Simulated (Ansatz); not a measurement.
Stretching the N2–H4 bond in iminoborane (SMILES B=N) (multiplicity 1 held, fragments rigid). Energies count from the point at 0.992 Å.
Geometry at that point (charge 0, multiplicity 1):
```xyz
4

B      0.00000     0.00000    -0.69206
N      0.00000     0.00000     0.54092
H      0.00000     0.00000    -1.85891
H      0.00000     0.00000     1.53277
```

R- and RO- levels are restricted; in cc, def2 and unpolarised 6-31G sets they are followed outwards from rest. U- levels take the lowest unrestricted solution at each point, which mixes spins at long bonds. Left out are points that failed, MP2 points that dive below the minimum, coupled-cluster points behind a jump of the amplitudes or a sharp parting from full CI or MRCI, small-basis points behind a change of solution, and semi-empirical points at long bonds. Levels need not reach the same state.

Cores are frozen in the correlated methods.

The values were computed with Ansatz (a quantum-chemistry and plane-wave program) with Gaussian orbitals. 

Energies in kcal/mol.

```json
[
 {"R (Å)": "0.793", "R-r2SCAN/cc-pVTZ": "36.2", "U-r2SCAN/cc-pVTZ": "36.2", "R-SCS-MP2/cc-pVTZ": "36.4", "R-CCSD(T)/cc-pVTZ": "36.5"},
 {"R (Å)": "0.893", "R-r2SCAN/cc-pVTZ": "7.1", "U-r2SCAN/cc-pVTZ": "7.1", "R-SCS-MP2/cc-pVTZ": "7.1", "R-CCSD(T)/cc-pVTZ": "7.2"},
 {"R (Å)": "0.992", "R-r2SCAN/cc-pVTZ": "0.0", "U-r2SCAN/cc-pVTZ": "0.0", "R-SCS-MP2/cc-pVTZ": "0.0", "R-CCSD(T)/cc-pVTZ": "0.0"},
 {"R (Å)": "1.091", "R-r2SCAN/cc-pVTZ": "4.8", "U-r2SCAN/cc-pVTZ": "4.8", "R-SCS-MP2/cc-pVTZ": "4.9", "R-CCSD(T)/cc-pVTZ": "4.8"},
 {"R (Å)": "1.190", "R-r2SCAN/cc-pVTZ": "15.9", "U-r2SCAN/cc-pVTZ": "15.9", "R-SCS-MP2/cc-pVTZ": "16.1", "R-CCSD(T)/cc-pVTZ": "15.9"},
 {"R (Å)": "1.339", "R-r2SCAN/cc-pVTZ": "37.6", "U-r2SCAN/cc-pVTZ": "37.6", "R-SCS-MP2/cc-pVTZ": "37.9", "R-CCSD(T)/cc-pVTZ": "37.5"},
 {"R (Å)": "1.488", "R-r2SCAN/cc-pVTZ": "60.6", "U-r2SCAN/cc-pVTZ": "60.6", "R-SCS-MP2/cc-pVTZ": "61.0", "R-CCSD(T)/cc-pVTZ": "60.1"},
 {"R (Å)": "1.736", "R-r2SCAN/cc-pVTZ": "95.8", "U-r2SCAN/cc-pVTZ": "95.8", "R-SCS-MP2/cc-pVTZ": "96.0", "R-CCSD(T)/cc-pVTZ": "93.7"},
 {"R (Å)": "1.984", "R-r2SCAN/cc-pVTZ": "124.4", "U-r2SCAN/cc-pVTZ": "121.5", "R-SCS-MP2/cc-pVTZ": "123.9", "R-CCSD(T)/cc-pVTZ": "119.0"},
 {"R (Å)": "2.281", "R-r2SCAN/cc-pVTZ": "150.0", "U-r2SCAN/cc-pVTZ": "135.1", "R-SCS-MP2/cc-pVTZ": "147.4", "R-CCSD(T)/cc-pVTZ": "137.2"},
 {"R (Å)": "2.678", "R-r2SCAN/cc-pVTZ": "172.6", "U-r2SCAN/cc-pVTZ": "138.0", "R-SCS-MP2/cc-pVTZ": "164.3", "R-CCSD(T)/cc-pVTZ": "left out"},
 {"R (Å)": "3.174", "R-r2SCAN/cc-pVTZ": "188.5", "U-r2SCAN/cc-pVTZ": "137.8", "R-SCS-MP2/cc-pVTZ": "167.4", "R-CCSD(T)/cc-pVTZ": "left out"}
]
```

Doubts at one or more of the structures used: a restricted determinant that unrestricted orbitals would lower (R-r2SCAN/cc-pVTZ, R-SCS-MP2/cc-pVTZ, R-CCSD(T)/cc-pVTZ); a spin-contaminated determinant (U-r2SCAN/cc-pVTZ); other coupled-cluster roots lie near (R-CCSD(T)/cc-pVTZ); T1 above 0.05 (R-CCSD(T)/cc-pVTZ).
